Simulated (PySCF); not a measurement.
C4H4ClF. Atoms are numbered in the order given.

```xyz
10

C     -1.6013     1.1500     0.0000
C     -0.2737     0.9816     0.0000
F      0.5355     2.0570     0.0000
C      0.4858    -0.2724     0.0000
C      1.8270    -0.3281     0.0000
Cl    -0.4658    -1.7330     0.0000
H     -2.0175     2.1589     0.0000
H     -2.2640     0.2864     0.0000
H      2.4008     0.6000     0.0000
H      2.3522    -1.2843     0.0000
```
Charge 0, spin multiplicity 1.

Geometry: r2SCAN-D4/def2-SVP. One conformer was computed; it need not be the lowest.

Level of theory: PySCF with PBE/pcSseg-1.

GIAO shieldings, no solvent; atoms listed in one row are averaged. δ = σ(ref) − σ: ¹³C against TMS (σ = 182.0 ppm); ¹⁹F against CFCl3 (σ = 133.6 ppm); ³⁵Cl against HCl (σ = 936.5 ppm); ¹H against TMS (σ = 31.49 ppm), references at their B3LYP-D3(BJ)/def2-TZVP geometries, non-relativistic (without spin–orbit terms, shifts of atoms bonded to Cl or Br come out too high).

Computed chemical shifts:
| nucleus | atoms | count | δ (ppm) |
|---|---|---|---|
| ¹³C | C2 | 1 | 170.6 |
| ¹³C | C4 | 1 | 146.3 |
| ¹³C | C5 | 1 | 120.5 |
| ¹³C | C1 | 1 | 100.4 |
| ¹⁹F | F3 | 1 | -126.4 |
| ³⁵Cl | Cl6 | 1 | 253.9 |
| ¹H | H9 | 1 | 6.31 |
| ¹H | H10 | 1 | 5.88 |
| ¹H | H8 | 1 | 5.59 |
| ¹H | H7 | 1 | 5.35 |
